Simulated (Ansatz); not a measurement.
Species: Ge, net charge 0, triplet state.

Computed values are from Ansatz (an electronic-structure program). Cores are frozen in the correlated levels unless marked. Open shells are spin-unrestricted. Spin-orbit coupling is left out. Frozen are the shells of the preceding noble gas and the d and f shells that filled before the atom's block. No relativistic terms. CBS(X,Y): correlation extrapolated as X^-3; Hartree-Fock from the larger set (for Q and 5 zeta extrapolated as (X+1)exp(-9√X)).

```
Quantity                                                                                              Value
----------------------------------------------------------  -----------------------------------------------
ionisation energy (to the doublet)                          7.87 eV at CCSD(T)/CBS(aug-cc-pVTZ,aug-cc-pVQZ)
electron affinity (to the quartet; negative means unbound)  1.39 eV at CCSD(T)/CBS(aug-cc-pVTZ,aug-cc-pVQZ)
total energy                                                  -2075.4350 Eh at CCSD(T)/CBS(cc-pVQZ,cc-pV5Z)
T1 diagnostic                                                                         0.010 at CCSD/cc-pV5Z
```
